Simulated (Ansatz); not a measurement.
A nudged elastic band was laid between two geometries of C$_{2}$H$_{10}$OSi$_{2}$ (15 atoms, charge 0, multiplicity 1).

Theory: Ansatz 0.2.0, RKS B3LYP/6-31G.

```json
{"movable images": "3", "climbing image": "yes", "spring": "5.0 eV/Å²", "optimiser": "quadratic models (default)", "start path": "IDPP", "force threshold": "0.05 eV/Å", "iteration limit": "19", "end points": "relaxed"}
```

Image 0:

```xyz
15
Properties=species:S:1:pos:R:3
C 1.468 -0.026 1.281
C 1.019 -1.166 0.345
Si 0.076 -0.540 -1.223
Si -1.950 0.570 -0.656
O -1.699 1.850 0.514
H 2.169 0.649 0.774
H 1.976 -0.422 2.169
H 0.615 0.572 1.623
H 0.365 -1.865 0.883
H 1.886 -1.749 0.008
H -0.260 -1.685 -2.146
H 0.962 0.408 -1.994
H -2.625 1.100 -1.901
H -2.900 -0.357 0.040
H -1.125 2.608 0.313
```

Image 4:

```xyz
15
Properties=species:S:1:pos:R:3
C 0.200 -1.550 1.477
C 1.105 -1.006 0.354
Si 0.125 -0.305 -1.158
Si -1.201 1.595 -0.622
O -0.238 2.968 -0.126
H -0.447 -0.766 1.888
H 0.797 -1.951 2.305
H -0.447 -2.357 1.112
H 1.766 -1.799 -0.020
H 1.757 -0.213 0.741
H -0.795 -1.372 -1.699
H 1.077 0.067 -2.269
H -2.077 1.946 -1.804
H -2.082 1.341 0.562
H 0.438 3.350 -0.711
```

Question: Which bonds break or form, and what moves?

Answer: No bond is made or broken. The dihedral C1–C2–Si3–H12 goes from 58 to -174°.

Question: Give the energies along the band, and the barrier.

Answer: It converged. The highest image is number 2 of 0 to 4, 1.5 kcal/mol above the first end and 1.3 kcal/mol above the last; the last end lies 0.3 kcal/mol above the first. Another band between the same ends (7 images) ends at a top of the same energy, where a vibrational analysis finds 1 clearly imaginary mode. So few images can step over the top or miss a turn of the path. Limits of this set-up: no polarisation functions.

| image | path coordinate (Å) | energy (kcal/mol) | dihedral C1–C2–Si3–H12 (°) |
| --- | --- | --- | --- |
| 0 | 0.00 | 0.0 | 58 |
| 1 | 1.60 | 0.9 | 84 |
| 2 | 3.20 | 1.5 | 117 |
| 3 | 4.99 | 0.9 | 157 |
| 4 | 6.78 | 0.3 | -174 |

Question: What is the geometry of the highest image?

Answer: 
```xyz
15
Properties=species:S:1:pos:R:3:forces:R:3
C 0.772 -0.488 1.628 0.00 0.02 0.01
C 1.023 -1.280 0.329 0.01 -0.01 0.00
Si 0.021 -0.660 -1.218 -0.01 0.00 0.00
Si -1.505 1.098 -0.731 0.00 0.00 -0.02
O -0.710 2.508 -0.065 0.00 0.01 0.01
H 0.967 0.582 1.497 0.00 0.00 0.00
H 1.416 -0.850 2.439 0.01 -0.01 0.00
H -0.266 -0.589 1.965 0.00 0.00 -0.01
H 0.779 -2.339 0.480 0.00 0.00 0.00
H 2.086 -1.242 0.062 0.00 0.00 0.00
H -0.771 -1.785 -1.839 0.00 0.00 0.00
H 0.968 -0.172 -2.288 0.00 0.01 0.00
H -2.268 1.454 -1.988 0.00 0.00 0.00
H -2.493 0.717 0.328 0.01 0.00 0.00
H -0.040 2.997 -0.570 0.00 0.00 -0.01
```

The band took 7 iterations and of the order of 100 core-seconds.

The run took 2.4 min on 1 CPU thread of a shared host.
